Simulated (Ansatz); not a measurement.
C₂H₇BrO₂Si, singlet, at a GFN2-xTB geometry; SC-NEVPT2/STO-3G, CASSCF(2,2) in Ansatz (a quantum-chemistry and plane-wave program).

Here is a job for Ansatz.
Ansatz 0.2 input:
```yaml
crystal:
  periodic: [false, false, false]
  atoms:
    - {symbol: Si, position_ang: [0.05711545, -0.75707196, 0.27133415]}
    - {symbol: Br, position_ang: [-0.07415093, 1.44681960, 0.30293478]}
    - {symbol: O, position_ang: [1.28746466, -1.22297648, -0.63933442]}
    - {symbol: C, position_ang: [2.62810409, -0.87410608, -0.49672320]}
    - {symbol: O, position_ang: [-1.18134659, -1.37153007, -0.53414486]}
    - {symbol: C, position_ang: [-2.53715988, -1.18491092, -0.27664487]}
    - {symbol: H, position_ang: [0.14019722, -1.14822992, 1.66886136]}
    - {symbol: H, position_ang: [3.16735569, -1.25640442, -1.36268850]}
    - {symbol: H, position_ang: [2.74798565, 0.21147330, -0.44695138]}
    - {symbol: H, position_ang: [3.04403312, -1.31445975, 0.41235473]}
    - {symbol: H, position_ang: [-2.81883581, -1.66724095, 0.66215618]}
    - {symbol: H, position_ang: [-2.78146361, -0.12124534, -0.21135607]}
    - {symbol: H, position_ang: [-3.09821575, -1.63341708, -1.09572895]}
basis:
  gaussian:
    orbitals: STO-3G
magnetization: {spin_polarized: false}
correlation: {method: sc_nevpt2, electrons: all, active_space: {window: {electrons: 2, orbitals: 2}}}
```

Output, abridged:

```
Functional definition: HF
665 factors; integrals over basis functions are off by at most 3.1e-5 eV
mean field evaluation 1: about -83179.9008 eV, gradient 2.9e1 eV
mean field evaluation 2: about -83180.1371 eV, gradient 2.9e1 eV
mean field evaluation 4: about -83183.2684 eV, gradient 1.7e0 eV
mean field evaluation 8: about -83183.2805 eV, gradient 5.2e-4 eV
mean field -83183.28046550 eV, -3056.9291734546 hartree, gradient 1.5e-6 eV, S^2 0.000000; 0 other end points of the search recorded, 0 dependent functions left out
reference -83183.28046550 eV, -3056.9291734546 hartree; 42, 42 occupied and 12, 12 virtual orbitals, 665 factors
state -83183.48951341 eV, -3056.9368558235 hartree
state -83183.48951341 eV, -3056.9368558235 hartree; corrected -83189.09645650 eV, -3057.1429071816 hartree
Total energy: -83189.09645650 eV, -3057.1429071816 hartree
```
